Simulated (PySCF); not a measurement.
# How methods differ on the excitation energy of Sn

Sn [Kr] 4d10 5s2 5p2 (3P) → Sn [Kr] 4d10 5s2 5p1 5d1 (high-spin determinant), as a difference of total energies. Computed with PySCF 2.14 in aug-cc-pVTZ-PP with one added diffuse shell each of d, f type with ECP28MDF (6s5p5d3f, 67 functions), with a scalar-relativistic core potential. Correlated levels: valence: 4s2 4p6 4d10 frozen. The calculations carry no spin-orbit coupling.

```tsv
method	excitation energy (eV)
UHF	5.219
MP2 (valence)	5.389
SCS-MP2 (valence)	5.354
CCSD (valence)	5.280
CCSD(T) (valence)	5.232
```

The promoted electron is Rydberg-like, and one or two diffuse shells describe it only roughly, which tends to raise the upper state.

The coupled-cluster amplitudes are large for the upper state (T1 above 0.03 or a double amplitude above 0.15), so a single reference is strained.

The determinant of the upper state mixes LS terms, which raises its energy above the lowest term, most at the Hartree-Fock and MP2 levels.
